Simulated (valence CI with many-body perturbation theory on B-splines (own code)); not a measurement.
The numbers below are computed, except where a source is named.
From CI to CI+MBPT in Xe⁴⁹⁺

Level of theory: valence CI with perturbative core correlation (CI+MBPT): three valence electrons over a frozen Dirac-Fock core [He], a basis of 11 s, 11 p, 9 d, 7 f, 5 g, 2 h, 1 i functions for each j, with the one-electron correlation potential Σ1, the two-electron term Σ2, the three-electron term Σ3, Breit, model QED; selected CI, second order for the rest (own B-spline code, finite nucleus).

The last digits are not significant, and no measured levels were compared; by estimate large intervals hold to a few tenths of a per cent, small ones and those within an open d or f shell to about a per cent.

Each rung adds one term. CI alone is the Dirac-Coulomb CI over the frozen core; QED comes last and gives the full result, which names the levels. Energies are above (2s^2 2p1/2) J=1/2 on the same rung, in eV.

Levels are named by their leading jj configuration (3d3/2^4 stands for four electrons in 3d with j = 3/2), which in mixed levels can hold well under half, so a name can repeat and another be missing. Letters in brackets count levels of one name in rising energy.

```csv
Level,CI alone,+ Σ1,+ Σ2,+ Σ3,+ Breit,Full
(2s 2p1/2^2) J=1/2,163.1,162.9,162.8,162.8,169.4,163.4
(2s^2 2p3/2) J=3/2,363.9,364.0,364.0,364.0,357.8,358.3
(2s 2p1/2 2p3/2) J=3/2 [a],477.6,477.4,477.4,477.4,477.7,472.3
(2s 2p1/2 2p3/2) J=5/2,513.2,513.1,513.0,513.0,509.4,504.0
(2s 2p1/2 2p3/2) J=3/2 [b],561.7,561.5,561.3,561.3,559.5,554.1
(2s 2p1/2 2p3/2) J=1/2,559.6,559.5,559.2,559.1,559.8,554.3
(2p1/2^2 2p3/2) J=3/2,735.6,735.2,734.8,734.8,740.3,729.0
(2s 2p3/2^2) J=5/2,861.6,861.5,861.4,861.4,853.5,848.8
(2s 2p3/2^2) J=1/2,931.5,931.4,931.4,931.3,927.3,922.5
(2s 2p3/2^2) J=3/2,935.6,935.5,935.3,935.2,928.3,923.5
(2p1/2 2p3/2^2) J=3/2,1067.4,1067.1,1066.7,1066.7,1066.4,1055.6
(2p1/2 2p3/2^2) J=5/2,1090.9,1090.5,1090.2,1090.2,1086.1,1075.2
(2p1/2 2p3/2^2) J=1/2,1124.0,1123.7,1123.4,1123.4,1124.4,1113.6
(2p3/2^3) J=3/2,1463.7,1463.5,1463.2,1463.1,1456.7,1446.5
(2s^2 3s) J=1/2,5189.7,5190.1,5190.0,5189.9,5180.2,5181.9
(2s^2 3p1/2) J=1/2,5246.3,5246.7,5246.6,5246.5,5238.7,5238.5
(2s 2p1/2 3s) J=1/2 [a],5300.7,5300.9,5300.8,5300.8,5296.9,5292.7
(2s 2p1/2 3s) J=3/2,5318.8,5318.9,5318.8,5318.8,5312.8,5309.1
(2s 2p1/2 3s) J=1/2 [b],5340.5,5340.6,5340.5,5340.5,5335.7,5331.5
(2s 2p1/2 3p1/2) J=1/2 [a],5348.6,5348.7,5348.7,5348.6,5346.5,5340.6
(2s^2 3p3/2) J=3/2,5357.4,5357.7,5357.7,5357.6,5348.2,5347.9
(2s 2p1/2 3p1/2) J=3/2,5369.8,5369.9,5369.8,5369.7,5365.1,5359.5
(2s 2p1/2 3p1/2) J=1/2 [b],5396.8,5396.9,5396.8,5396.7,5394.0,5388.1
(2s^2 3d3/2) J=3/2,5399.4,5399.8,5399.7,5399.7,5389.2,5388.9
(2s^2 3d5/2) J=5/2,5428.5,5428.9,5428.8,5428.8,5417.5,5417.5
(2s 2p1/2 3p3/2) J=3/2 [a],5464.5,5464.6,5464.6,5464.5,5460.7,5454.9
(2s 2p1/2 3p3/2) J=1/2,5476.8,5476.8,5476.7,5476.6,5473.5,5466.6
(2s 2p1/2 3p3/2) J=5/2,5488.5,5488.6,5488.4,5488.4,5482.5,5476.8
(2s 2p1/2 3p3/2) J=3/2 [b],5491.0,5491.1,5491.0,5491.0,5485.5,5479.7
(2s 2p1/2 3d3/2) J=3/2 [a],5497.7,5497.8,5497.8,5497.8,5493.4,5487.5
(2s 2p1/2 3d3/2) J=5/2,5520.2,5520.3,5520.2,5520.2,5513.9,5507.9
```

Q: How does the ionisation energy move along the ladder, and which term matters most?

A: CI alone 9249.3, + Σ1 9249.7, + Σ2 9249.6, + Σ3 9249.6, + Breit 9238.1, + QED 9238.2 eV. The largest step is Breit, -11.4 eV. NIST lists 9243 ± 4 eV (theoretical).
